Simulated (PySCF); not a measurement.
C2H5FN2Si, SMILES N[Si@H]1[C@@H](F)N=C1. Atoms are numbered in the order given.

```xyz
11

N      2.0122     0.5012     0.4040
Si     0.4095     0.8741    -0.0575
C     -1.0287     0.5084     1.1229
N     -1.5576    -0.4414     0.4322
C     -0.7138    -0.5274    -0.7688
F     -0.1337    -1.7652    -0.8656
H      2.2808    -0.3994     0.7804
H      2.8046     1.0769     0.1535
H      0.4712     2.2145    -0.7180
H     -1.4842     0.8231     2.0740
H     -1.3291    -0.3699    -1.6728
```

Geometry: PBE0-D3(BJ)/def2-SVP. The structure was generated by enumeration; whether it is a known compound was not checked. Other conformers were not sampled.

The numbers are results of PBE/def2-TZVP (PySCF), not measurements.

ESP charges are fitted to the potential on shells at 1.4 to 2.0 van der Waals radii. Atomic charges (e):

```tsv
atom	ESP fit	Löwdin	Mulliken
N1	-1.00	-0.23	-0.58
Si2	0.32	0.20	0.32
C3	0.22	-0.28	-0.16
N4	-0.45	0.13	-0.09
C5	0.25	-0.47	0.05
F6	-0.19	0.13	-0.19
H7	0.43	0.16	0.24
H8	0.42	0.16	0.24
H9	-0.07	-0.03	-0.03
H10	0.03	0.11	0.12
H11	0.05	0.12	0.08
```

Give the Mayer and Wiberg (Löwdin basis) orders of the bonds. (An estimate is asked for; the answer gives what the named calculation found.)


| bond | Mayer | Wiberg |
|---|---|---|
| N1–Si2 | 1.23 | 1.60 |
| Si2–C3 | 0.92 | 1.06 |
| C3–N4 | 1.86 | 2.22 |
| Si2–C5 | 0.94 | 0.99 |
| N4–C5 | 1.00 | 1.30 |
| C5–F6 | 1.06 | 1.71 |
| N1–H7 | 0.91 | 0.95 |
| N1–H8 | 0.92 | 0.95 |
| Si2–H9 | 0.91 | 0.90 |
| C3–H10 | 0.92 | 0.90 |
| C5–H11 | 0.94 | 0.87 |
